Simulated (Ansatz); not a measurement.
Reaction (cleavage of the Al–Si bond): `C[SiH2][Al]([F])[Cl]` + orthosilicic acid → `O[Si](O)(O)[O][Al]([F])[Cl]` + `C[SiH3]`

Computed with Ansatz on PBE0-D4/def2-TZVP structures; ΔE is electronic, products minus reactants. CCSD(T)/CBS adds triple-zeta CCSD(T) − MP2 to the extrapolated MP2 energy (def2 sets, frozen cores). This one scheme is used for every species. DFT in def2-TZVPP. One conformer a species, not always the lowest.

| level | ΔE (kJ/mol) | difference from CCSD(T)/CBS |
| --- | --- | --- |
| PBE-D4 | -118.6 | 28.1 |
| r2SCAN-D4 | -143.6 | 3.1 |
| ωB97X-V | -142.4 | 4.3 |
| ωB97M-V | -147.2 | -0.5 |
| B2PLYP | -150.0 | -3.3 |
| PBE | -116.4 | 30.3 |
| SCS-MP2/def2-TZVPP | -158.3 | -11.6 |
| HF/def2-QZVPP | -171.7 | -25.0 |
| HF/CBS(def2) | -172.1 | -25.4 |
| CCSD/CBS(def2) | -150.2 | -3.5 |
| CCSD(T)/CBS | -146.7 | 0 |

Largest T1 diagnostic among the species: 0.012.

The D4 term adds −3.2 kJ/mol with B3LYP and −2.0 kJ/mol with PBE0; it sums over pairs of atoms, weighted by their polarisabilities, and B3LYP, whose exchange is more repulsive, gets the larger term. From PBE to PBE0 (25 % exact exchange), in def2-TZVPP and without D4, ΔE moves by −9.5 kJ/mol. In def2-TZVPP, CCSD(T) changes the Hartree–Fock value by +20.9 kJ/mol (the triples alone add +3.5 kJ/mol) and MP2 by +13.5 kJ/mol.

B3LYP here is the variant with VWN-RPA as its local correlation; programs differ in this.
